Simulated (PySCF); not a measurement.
## Bi⁶⁵⁺ (bismuth, charge +65) across methods

[Ar], closed-shell 1S. Computed with PySCF 2.14 in an even-tempered Gaussian basis (17 s from 20 bohr⁻², ratio 2.5; 12 p from 26 bohr⁻², ratio 2.5; 4 d from 100 bohr⁻², ratio 2.7; 4 f from 150 bohr⁻², ratio 2.7), with the spin-free X2C one-electron Hamiltonian (Gaussian nucleus).

```
method   E (hartree)  mean ε 2p (eV)  mean ε 3s (eV)  mean ε 3p (eV)  Σ⟨r²⟩ (bohr²)   ⟨S²⟩
   PBE     -16784.83        -19071.3         -8356.7         -7703.2         0.2748  0.000
  PBE0     -16784.37        -19125.8         -8384.0         -7721.3         0.2749  0.000
   LDA     -16771.44        -19066.4         -8350.3         -7700.3         0.2750  0.000
   UHF  -16782.14182        -19287.8         -8463.7         -7773.3         0.2750  0.000
r2SCAN     -16784.59        -19098.9         -8371.1         -7710.0         0.2749  0.000
 M06-L     -16783.73        -19101.0         -8374.4         -7710.7         0.2749  0.000
  BP86     -16786.75        -19073.4         -8357.7         -7704.2         0.2748  0.000
```

Spin-orbit coupling, which splits the p, d and f shells strongly at this Z, is absent.
